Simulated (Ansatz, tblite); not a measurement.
Forces on V2S3 at its PBE-D4/def2-SVP geometry. Total charge 0; singlet.

The xTB rows come from tblite. At PBE-D4/def2-TZVP the restricted singlet is unstable: a solution with broken spin symmetry lies lower. No other spin state of charge 0 was run. The geometry of the singlet was relaxed on an unsound state (restricted singlet, unstable towards broken spin symmetry at other levels and untested here). Another isomer (singlet) lies 4.15 eV lower at PBE0-D4/def2-TZVP; other spin states weren't run for this one.

GFN1-xTB (tblite), largest force 34.56 eV/Å:

```xyz
5
positions Å, forces eV/Å
V     0.754   -0.493   -1.121    6.529  -33.927    0.731
V     0.404    1.241   -1.147   -6.870   33.700   -0.252
S     0.238   -0.579    1.307   -1.298    1.464   -1.211
S    -0.932   -1.684    0.044    0.893    0.736    0.505
S    -0.464    1.516    0.917    0.746   -1.972    0.226
```

GFN2-xTB (tblite), largest force 33.81 eV/Å:

```
V 6.596 -32.844 0.251
V -6.390 33.176 -1.196
S -1.234 0.356 -0.373
S 0.709 0.519 0.767
S 0.320 -1.207 0.551
```

PBE-D4/def2-TZVP (Ansatz), largest force 0.82 eV/Å:

```
V -0.051 -0.307 0.213
V -0.031 0.204 -0.018
S -0.447 0.251 -0.642
S 0.381 0.321 0.281
S 0.149 -0.469 0.166
```
